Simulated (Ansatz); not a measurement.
Relaxation of CH$_{5}$AlN$_{2}$ (9 atoms, charge 0, multiplicity 1), to a largest force component of 0.02 eV/Å in at most 50 steps.

Theory: RKS PBE0-D4/STO-3G in Ansatz.

```xyz
9
Properties=species:S:1:pos:R:3
N -0.850 1.484 0.599
C -0.050 0.985 -0.366
N 0.346 -0.211 -0.421
Al 0.746 -1.908 -0.254
H -1.146 2.444 0.610
H -1.157 0.865 1.333
H 0.229 1.732 -1.119
H 0.227 -2.792 0.908
H 1.656 -2.600 -1.290
```

Problem. Where does it end, and by what steps?

Solution. The run converged. Limits of this set-up: minimal basis. After 20 steps the energy has fallen by 0.942 eV; H9 moved furthest, 1.33 Å.

```csv
step,energy less start (eV),largest force component (eV/Å),accepted
0,0.0000,2.542,yes
1,-0.2722,1.131,yes
2,-0.2974,0.218,yes
3,-0.3390,0.600,yes
4,-0.3971,0.917,yes
5,-0.5004,1.117,yes
6,-0.6140,0.520,yes
7,-0.6896,0.519,yes
8,-0.7261,0.530,yes
9,-0.8199,0.429,yes
10,-0.8491,1.304,yes
11,-0.9092,0.211,yes
12,-0.9208,0.489,yes
13,-0.9179,0.984,no
14,-0.9287,0.147,yes
15,-0.9305,0.185,yes
16,-0.9373,0.166,yes
17,-0.9408,0.099,yes
18,-0.9417,0.052,yes
19,-0.9417,0.076,yes
20,-0.9422,0.016,yes
```

```xyz
9
Properties=species:S:1:pos:R:3
N -0.209 1.459 0.789
C -0.168 0.924 -0.566
N 0.132 -0.263 -0.907
Al 0.549 -1.828 -0.244
H -0.942 2.203 0.872
H -0.438 0.707 1.482
H -0.354 1.746 -1.293
H -0.571 -2.799 -0.042
H 2.001 -2.149 -0.092
```

Whether the end is a true minimum wasn't checked by a vibrational analysis.

Run time: 64 s on 1 thread of Intel(R) Xeon(R) Processor @ 2.50GHz (Skylake/Cascade Lake) (shared host), peak memory 0.13 GiB.
